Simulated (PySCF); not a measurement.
**A small calculation by hand: dipole moment from atomic charges**

Sb(Cl)2(OMe) (CH3Cl2OSb), SMILES C[O][Sb]([Cl])[Cl]. Atoms are numbered in the order given.

```xyz
8

Sb    -0.6611     0.2264     0.0000
Cl     0.8570     0.7180     1.7936
Cl     0.8570     0.7180    -1.7936
O     -0.4540    -1.7329     0.0000
C      0.8022    -2.3920     0.0000
H      1.3939    -2.1345    -0.8956
H      1.3939    -2.1345     0.8956
H      0.6094    -3.4762     0.0000
```
Charge 0, spin multiplicity 1.

The structure is a stationary point at B3LYP-D3(BJ)/def2-SVP. The def2 effective core potentials stand for the cores of Sb; spin–orbit coupling is left out. The values are those of a single conformer.

Charges (e) from PySCF with B3LYP/def2-TZVP:

```
atom  Mulliken  ESP fit
----  --------  -------
Sb1      1.001    0.552
Cl2     -0.347   -0.206
Cl3     -0.347   -0.206
O4      -0.515   -0.256
C5      -0.154   -0.271
H6       0.121    0.124
H7       0.121    0.124
H8       0.122    0.139
```

The dipole moment of the full density is 1.88 D.

What dipole moment does each set of point charges give, and which comes closer to that of the density?


μ = Σ q r, and 1 e Å = 4.8032 D.
Mulliken: Σ q r = (-0.735, 0.049, 0.000) e Å, |μ| = 3.54 D.
ESP fit: Σ q r = (-0.389, -0.092, 0.000) e Å, |μ| = 1.92 D.
ESP fit comes closer in size. Point charges leave out the atoms' own dipoles (lone pairs, polarised bonds); fits to the potential absorb them, partitions of the density don't.
